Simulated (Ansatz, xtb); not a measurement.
# Relative energy of two isomers of C2H7BGeSi

Structure X is `B[SiH2][GeH2][C]#C`, a singlet and structure Y is `[BH2][GeH2][SiH2]C#C`, a singlet. Both are isolated molecules in the gas phase, relaxed with r2SCAN-D4/def2-SVP, each in the lowest conformer that the search found.

Task: Estimate which is lower in electronic energy at CCSD(T)/def2-SVP + ΔMP2/def2-TZVPP, and by roughly how much.

Result: The CCSD(T)/def2-SVP + ΔMP2/def2-TZVPP calculation puts structure Y lower, by 5.8 kcal/mol.

Level by level:

```json
{"level": "r2SCAN-D4/def2-SVP", "geometry": "r2SCAN-D4/def2-SVP", "E(Y) − E(X) (kcal/mol)": "−5.9", "departure from the last row (kcal/mol)": "−0.1", "job, with rough time for the two": "optimisation, 7.6 min"}
{"level": "HF/def2-SVP", "geometry": "r2SCAN-D4/def2-SVP", "E(Y) − E(X) (kcal/mol)": "−5.7", "departure from the last row (kcal/mol)": "0.0", "job, with rough time for the two": "part of the CCSD(T) run"}
{"level": "MP2/def2-SVP", "geometry": "r2SCAN-D4/def2-SVP", "E(Y) − E(X) (kcal/mol)": "−5.4", "departure from the last row (kcal/mol)": "+0.4", "job, with rough time for the two": "part of the CCSD(T) run"}
{"level": "CCSD(T)/def2-SVP", "geometry": "r2SCAN-D4/def2-SVP", "E(Y) − E(X) (kcal/mol)": "−4.9", "departure from the last row (kcal/mol)": "+0.8", "job, with rough time for the two": "single point"}
{"level": "CCSD(T)/def2-SVP + ΔMP2/def2-TZVPP", "geometry": "r2SCAN-D4/def2-SVP", "E(Y) − E(X) (kcal/mol)": "−5.8", "departure from the last row (kcal/mol)": "", "job, with rough time for the two": "single point, 2.1 min"}
```

As drawn, Y has 1 B–Ge, 1 C–Si in place of 1 B–Si, 1 C–Ge.

The levels shown agree on the order. The largest departure from CCSD(T)/def2-SVP + ΔMP2/def2-TZVPP is that of CCSD(T)/def2-SVP, 0.8 kcal/mol. Levels run at GFN2-xTB geometries aren't shown. The last row adds to CCSD(T) the change of the MP2 difference between the two basis sets, here −0.8 kcal/mol.

With thermal terms from frequencies at re-optimised GFN2-xTB minima (ideal gas, soft modes damped towards free rotors, one conformer each, 298.15 K, 1 atm): on the last row, ΔE + ΔZPE = −5.4, ΔH = −5.4, ΔG = −5.3 kcal/mol.

The correlated steps freeze 17 core orbitals; the filled d shell of Ge is correlated, in a basis made for valence electrons. Programs: Ansatz 0.2.0, xtb 6.7.1; the last row on 2 threads of Intel(R) Xeon(R) Processor @ 2.50GHz (Skylake/Cascade Lake) on a shared host.
